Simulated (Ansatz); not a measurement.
Ansatz (a first-principles code) input (HF/3-21G): The .json file is the Basis Set Exchange's 3-21G.

Ansatz 0.2 input:
```yaml
crystal:
  periodic: [false, false, false]
  atoms:
    - {symbol: O, position_ang: [-0.42745500, -0.38307200, -2.09792600]}
    - {symbol: Si, position_ang: [-0.12041200, -0.10791000, -0.59097700]}
    - {symbol: Si, position_ang: [-1.54668900, -1.15758900, 1.00586600]}
    - {symbol: Si, position_ang: [2.03003000, -0.76224100, 0.20491700]}
    - {symbol: Si, position_ang: [-0.21073900, 2.16412800, 0.12713500]}
    - {symbol: H, position_ang: [-1.19859700, -0.85319600, 2.43001500]}
    - {symbol: H, position_ang: [-1.54170800, -2.65063200, 0.91640900]}
    - {symbol: H, position_ang: [-2.98383400, -0.76726400, 0.86634900]}
    - {symbol: H, position_ang: [2.25985300, -0.47092100, 1.65555100]}
    - {symbol: H, position_ang: [2.29860900, -2.22614800, 0.05643200]}
    - {symbol: H, position_ang: [3.15840600, -0.08834000, -0.50910600]}
    - {symbol: H, position_ang: [-1.54942700, 2.79925800, -0.07714300]}
    - {symbol: H, position_ang: [0.75249600, 3.05369800, -0.59262100]}
    - {symbol: H, position_ang: [0.09317800, 2.35868400, 1.58034000]}
basis:
  gaussian:
    orbitals: 3-21G.json
hamiltonian:
  xc: {name: HF}
total_charge: -1
relax: {f_tol: 0.003, max_steps: 120}
```

Output:

```
Functional definition: HF
integrals: 0.03 GiB planned
896 factors; integrals over basis functions are off by at most 2.8e-4 eV
mean field: 0.29 GiB planned
mean field evaluation 1: about -33445.5512 eV, gradient 3.6e1 eV
mean field evaluation 2: about -33445.8314 eV, gradient 3.7e1 eV
mean field evaluation 4: about -33449.5814 eV, gradient 2.9e0 eV
mean field evaluation 8: about -33449.6359 eV, gradient 1.3e-1 eV
mean field -33449.63598544 eV, -1229.2514494875 hartree, gradient 4.9e-5 eV, S^2 0.000000; 0 other end points of the search recorded, 0 dependent functions left out
the calculation of the forces begins
reference -33449.63598544 eV, -1229.2514494875 hartree; 37, 37 occupied and 42, 42 virtual orbitals, 896 factors
relax step   1: F+E_penalty+E_count = -33449.63598544 eV  Δ(F+E_penalty+E_count) = +0.000e0 eV  max|allowed force component| = 2.289e0 eV/Å  Δτ_max = 0.0000 Å  (37 SCF iters, accepted)
these checks for a lower state are left out or cut short: starts, cluster_reference, orbital_swaps, neighbouring_geometries, increment
integrals: 0.03 GiB planned
896 factors; integrals over basis functions are off by at most 2.8e-4 eV
mean field: 0.29 GiB planned
mean field evaluation 16: about -33449.7203 eV, gradient 1.3e0 eV
mean field -33449.72485505 eV, -1229.2547153854 hartree, gradient 1.2e-5 eV, S^2 0.000000; 0 other end points of the search recorded, 0 dependent functions left out
the calculation of the forces begins
reference -33449.72485505 eV, -1229.2547153854 hartree; 37, 37 occupied and 42, 42 virtual orbitals, 896 factors
relax step   2: F+E_penalty+E_count = -33449.72485505 eV  Δ(F+E_penalty+E_count) = -8.887e-2 eV  max|allowed force component| = 8.699e-1 eV/Å  Δτ_max = 0.0587 Å  (39 SCF iters, accepted)
these checks for a lower state are left out or cut short: starts, cluster_reference, orbital_swaps, neighbouring_geometries, increment
integrals: 0.03 GiB planned
896 factors; integrals over basis functions are off by at most 2.8e-4 eV
mean field: 0.29 GiB planned
mean field evaluation 32: about -33449.7346 eV, gradient 1.3e-5 eV
mean field -33449.73463673 eV, -1229.2550748554 hartree, gradient 1.3e-5 eV, S^2 0.000000; 0 other end points of the search recorded, 0 dependent functions left out
the calculation of the forces begins
reference -33449.73463673 eV, -1229.2550748554 hartree; 37, 37 occupied and 42, 42 virtual orbitals, 896 factors
relax step   3: F+E_penalty+E_count = -33449.73463673 eV  Δ(F+E_penalty+E_count) = -9.782e-3 eV  max|allowed force component| = 2.541e-1 eV/Å  Δτ_max = 0.0847 Å  (39 SCF iters, accepted)
these checks for a lower state are left out or cut short: starts, cluster_reference, orbital_swaps, neighbouring_geometries, increment
integrals: 0.03 GiB planned
896 factors; integrals over basis functions are off by at most 2.8e-4 eV
mean field: 0.29 GiB planned
mean field -33449.74020136 eV, -1229.2552793518 hartree, gradient 1.3e-5 eV, S^2 0.000000; 0 other end points of the search recorded, 0 dependent functions left out
the calculation of the forces begins
reference -33449.74020136 eV, -1229.2552793518 hartree; 37, 37 occupied and 42, 42 virtual orbitals, 896 factors
relax step   4: F+E_penalty+E_count = -33449.74020136 eV  Δ(F+E_penalty+E_count) = -5.565e-3 eV  max|allowed force component| = 3.000e-1 eV/Å  Δτ_max = 0.0740 Å  (40 SCF iters, accepted)
these checks for a lower state are left out or cut short: starts, cluster_reference, orbital_swaps, neighbouring_geometries, increment
integrals: 0.03 GiB planned
896 factors; integrals over basis functions are off by at most 2.8e-4 eV
mean field: 0.29 GiB planned
mean field -33449.74460509 eV, -1229.2554411858 hartree, gradient 1.3e-5 eV, S^2 0.000000; 0 other end points of the search recorded, 0 dependent functions left out
the calculation of the forces begins
reference -33449.74460509 eV, -1229.2554411858 hartree; 37, 37 occupied and 42, 42 virtual orbitals, 896 factors
relax step   5: F+E_penalty+E_count = -33449.74460509 eV  Δ(F+E_penalty+E_count) = -4.404e-3 eV  max|allowed force component| = 3.699e-2 eV/Å  Δτ_max = 0.0217 Å  (39 SCF iters, accepted)
these checks for a lower state are left out or cut short: starts, cluster_reference, orbital_swaps, neighbouring_geometries, increment
integrals: 0.03 GiB planned
896 factors; integrals over basis functions are off by at most 2.8e-4 eV
mean field: 0.29 GiB planned
mean field -33449.74474435 eV, -1229.2554463035 hartree, gradient 1.3e-5 eV, S^2 0.000000; 0 other end points of the search recorded, 0 dependent functions left out
the calculation of the forces begins
reference -33449.74474435 eV, -1229.2554463035 hartree; 37, 37 occupied and 42, 42 virtual orbitals, 896 factors
relax step   6: F+E_penalty+E_count = -33449.74474435 eV  Δ(F+E_penalty+E_count) = -1.393e-4 eV  max|allowed force component| = 4.866e-2 eV/Å  Δτ_max = 0.0075 Å  (40 SCF iters, accepted)
these checks for a lower state are left out or cut short: starts, cluster_reference, orbital_swaps, neighbouring_geometries, increment
integrals: 0.03 GiB planned
896 factors; integrals over basis functions are off by at most 2.8e-4 eV
mean field: 0.29 GiB planned
mean field evaluation 64: about -33449.3230 eV, gradient 1.3e0 eV
mean field -33449.74477667 eV, -1229.2554474913 hartree, gradient 1.3e-5 eV, S^2 0.000000; 0 other end points of the search recorded, 0 dependent functions left out
the calculation of the forces begins
reference -33449.74477667 eV, -1229.2554474913 hartree; 37, 37 occupied and 42, 42 virtual orbitals, 896 factors
relax step   7: F+E_penalty+E_count = -33449.74477667 eV  Δ(F+E_penalty+E_count) = -3.232e-5 eV  max|allowed force component| = 3.473e-3 eV/Å  Δτ_max = 0.0011 Å  (40 SCF iters, accepted)
these checks for a lower state are left out or cut short: starts, cluster_reference, orbital_swaps, neighbouring_geometries, increment
integrals: 0.03 GiB planned
896 factors; integrals over basis functions are off by at most 2.8e-4 eV
mean field: 0.29 GiB planned
mean field -33449.74477743 eV, -1229.2554475193 hartree, gradient 1.3e-5 eV, S^2 0.000000; 0 other end points of the search recorded, 0 dependent functions left out
the calculation of the forces begins
reference -33449.74477743 eV, -1229.2554475193 hartree; 37, 37 occupied and 42, 42 virtual orbitals, 896 factors
relax step   8: F+E_penalty+E_count = -33449.74477743 eV  Δ(F+E_penalty+E_count) = -7.632e-7 eV  max|allowed force component| = 2.350e-4 eV/Å  Δτ_max = 0.0002 Å  (41 SCF iters, accepted)
integrals: 0.03 GiB planned
896 factors; integrals over basis functions are off by at most 2.8e-4 eV
mean field: 0.29 GiB planned
mean field evaluation 96: about -33449.6886 eV, gradient 2.9e0 eV
mean field -33449.74477743 eV, -1229.2554475193 hartree, gradient 1.3e-5 eV, S^2 0.000000; 1 other end points of the search recorded, 0 dependent functions left out
the calculation of the forces begins
reference -33449.74477743 eV, -1229.2554475193 hartree; 37, 37 occupied and 42, 42 virtual orbitals, 896 factors
Total energy: -33449.74477743 eV, -1229.2554475193 hartree
Atom 0 at    -0.456185    -0.408839    -2.239012 Å, force    -0.000022    -0.000012    -0.000079 eV/Å
Atom 1 at    -0.141003    -0.126364    -0.692039 Å, force     0.000031     0.000050     0.000235 eV/Å
Atom 2 at    -1.555659    -1.164545     1.002114 Å, force    -0.000015    -0.000018     0.000030 eV/Å
Atom 3 at     2.037812    -0.767353     0.197422 Å, force     0.000064    -0.000022     0.000014 eV/Å
Atom 4 at    -0.213458     2.172713     0.119272 Å, force     0.000006     0.000034     0.000017 eV/Å
Atom 5 at    -1.100338    -0.779305     2.378802 Å, force    -0.000047    -0.000044    -0.000111 eV/Å
Atom 6 at    -1.541380    -2.666382     0.974870 Å, force     0.000011     0.000012     0.000030 eV/Å
Atom 7 at    -3.000462    -0.760886     0.924227 Å, force     0.000047     0.000013     0.000009 eV/Å
Atom 8 at     2.136199    -0.421587     1.654048 Å, force    -0.000039    -0.000015    -0.000116 eV/Å
Atom 9 at     2.326244    -2.238887     0.108773 Å, force    -0.000022     0.000019     0.000019 eV/Å
Atom 10 at     3.196144    -0.075958    -0.463410 Å, force    -0.000025     0.000011     0.000021 eV/Å
Atom 11 at    -1.555854     2.831000    -0.025975 Å, force     0.000028    -0.000035     0.000022 eV/Å
Atom 12 at     0.773123     3.088418    -0.547512 Å, force     0.000006    -0.000002     0.000034 eV/Å
Atom 13 at     0.108529     2.226431     1.583661 Å, force    -0.000025     0.000011    -0.000125 eV/Å
Dipole moment:     0.142124     0.127390     0.697624 e Å
```

The dipole moment of an ion depends on the origin.

The geometry given is a B3LYP-D3(BJ)/def2-TZVP minimum.
